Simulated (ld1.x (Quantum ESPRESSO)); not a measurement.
## Configuration tests for chlorine (Cl) (TM)

```
Element                 : chlorine (Cl)
Generator               : ld1.x (Quantum ESPRESSO) 7.5
Type                    : norm-conserving Troullier–Martins (Kleinman–Bylander form)
Functional              : LDA (PZ)
Relativity              : non-relativistic
Frozen core             : [Ne]
Valence charge          : 7
Reference configuration : 3s2 3p5
Partial waves           : 3p (bound): rc 1.55 bohr; 3s (bound): rc 1.30 bohr
Local potential         : the s channel
Core correction         : Bessel-smoothed model core inside 0.65 bohr
```

Energies are relative to the spin-unpolarised reference configuration 3s2 3p5; without spin polarisation the order of configurations can differ from experiment. Spin-polarised rows fill each open shell by Hund’s rule, majority spin first.

| valence configuration | charge | ΔE all-electron (eV) | error AE − PS (meV) |
| --- | --- | --- | --- |
| 3s2 3p4 | +1 | 13.987 | +4.3 |
| 3s2 3p3 | +2 | 39.527 | +27 |
| 3s2 3p2 | +3 | 77.928 | +89 |
| 3s1 3p5 | +1 | 26.387 | +6.9 |
| 3s2 3p1 | +4 | 130.296 | +215 |
| 3s2 3p5 (spin-polarised) | 0 | -0.186 | +2.4 |
| 3s2 3p4 (spin-polarised) | +1 | 13.107 | +16 |

(1) What are ΔE and the potential's error for 3s1 3p6?

(2) What are ΔE and the potential's error for 3s2 3p4.5?

## Answers

(1) ΔE = 11.866 eV all-electron; the error (AE − PS) is +0.8 meV.

(2) ΔE = 5.642 eV all-electron; the error (AE − PS) is +0.8 meV.
